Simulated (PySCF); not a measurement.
# Stationary points of VH₄⁺

Level of theory: PBE0 in PySCF with V def2-TZVP, H def2-TZVP; no relativity; density-fitted integrals.

Relaxations began from a few typed shapes. The search is not exhaustive: other isomers or separated fragments can lie lower, and high-lying points may rest on an excited occupation.

Q: Order these stationary points by electronic energy, lowest first, in kJ/mol from the lowest minimum.
A. singlet C2v: H–H 0.841 Å (×2), V–H 1.767 Å (×2), V–H 1.771 Å (×2); H–H–V 76.0° (×2), H–H–V 76.5° (×2), H–V–H 27.5° (×2), H–V–H 56.4°, H–V–H 83.9° (×2)
B. singlet (closed shell, unstable to spin polarisation) Td: V–H 1.593 Å (×4); H–V–H 109.5° (×6)
C. singlet (closed shell, unstable to spin polarisation) C2v: H–H 0.864 Å (×2), V–H 1.751 Å (×4); H–H–V 75.7° (×4), H–V–H 28.6° (×2), H–V–H 83.0° (×2), H–V–H 90.0° (×2)
D. singlet (closed shell, unstable to spin polarisation) C4v: V–H 1.577 Å (×4); H–V–H 53.8° (×4), H–V–H 79.6° (×2)

A: A (0.0), C (52.4), D (94.9), B (195.0).

Q: Which of them are minima?

A: By energy in kJ/mol, 0.0: minimum; 52.4: minimum of the closed-shell surface only; 94.9: saddle point, 1 imaginary mode; 195.0: minimum of the closed-shell surface only.

For the lowest minimum: stability towards spin polarisation was not tested.
